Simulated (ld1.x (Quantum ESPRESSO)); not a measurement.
## Configuration tests for Sr (Z = 38) (PAW)

- Element: strontium
- Generator: ld1.x (Quantum ESPRESSO) 7.5
- Type: PAW
- Functional: Wu–Cohen
- Relativity: fully relativistic
- Frozen core: [Ar] 3d10
- Valence charge: 10
- Reference configuration: 4s2 4p6 4d0 5s0.5 5p0 (charge +1.5)
- Partial waves: 4s (bound): rcut 1.75, rcutus 1.95 bohr; 5s (bound): rcut 1.75, rcutus 1.95 bohr; 4p (bound): rcut 2.20, rcutus 2.90 bohr; 5p (bound, empty): rcut 2.20, rcutus 2.90 bohr; 4d (bound, empty): rcut 1.60, rcutus 2.10 bohr; 4d channel at 4.25 Ry: rcut 1.60, rcutus 2.10 bohr
- Local potential: all-electron potential smoothed inside 2.35 bohr (lloc = -1)
- Core correction: Bessel-smoothed model core inside 1.25 bohr
- Augmentation charge: PSQ, inside the norm-conserving radii

Open shells are filled in proportion to 2j + 1 (rel_dist='average').

Energies are relative to the spin-unpolarised reference configuration 4s2 4p6 4d0 5s0.5 5p0; without spin polarisation the order of configurations can differ from experiment. The frozen-core shift is the all-electron ΔE with the core orbitals held at their reference shape minus the fully relaxed ΔE.

(1) Give the all-electron excitation energy and the error of the potential for: 4s2 4p6 4d0 5s2 5p0; 4s2 4p6 4d0 5s1 5p0; 4s2 4p6 4d0 5s0 5p0; 4s2 4p6 4d0.5 5s1.5 5p0; 4s1 4p6 4d0 5s2 5p0; 4s2 4p6 4d0 5s1 5p1; 4s2 4p6 4d0 5s1.5 5p0.

Levels in the configuration 4s2 4p6 4d0 5s1.5 5p0:

| level | all-electron (eV) | pseudo (eV) |
| --- | --- | --- |
| 4s j=1/2 | -43.904 | -43.826 |
| 4p j=1/2 | -26.608 | -26.543 |
| 4p j=3/2 | -25.435 | -25.373 |
| 5s j=1/2 | -5.868 | -5.861 |

The ghost test of this file was not conclusive.

Answers

(1)

| valence configuration | charge | ΔE all-electron (eV) | error AE − PS (meV) | frozen-core shift (meV) |
| --- | --- | --- | --- | --- |
| 4s2 4p6 4d0 5s2 5p0 | 0 | -10.639 | -7.3 | +0.1 |
| 4s2 4p6 4d0 5s1 5p0 | +1 | -4.756 | -1.5 | 0.0 |
| 4s2 4p6 4d0 5s0 5p0 | +2 | 6.082 | -2.7 | 0.0 |
| 4s2 4p6 4d0.5 5s1.5 5p0 | 0 | -9.484 | -14 | 0.0 |
| 4s1 4p6 4d0 5s2 5p0 | +1 | 36.373 | -423 | +13 |
| 4s2 4p6 4d0 5s1 5p1 | 0 | -8.324 | -1997 | +0.1 |
| 4s2 4p6 4d0 5s1.5 5p0 | +0.5 | -8.293 | -4.3 | +0.1 |

These tests converged, but a pseudo level misses the all-electron one widely, so the file describes the atom poorly there or has found another state: 4s2 4p6 4d0 5s1 5p0: empty 5p by 3.5 eV (a node warning on the way); 4s2 4p6 4d0 5s1 5p1: 4p by 2.5 eV.
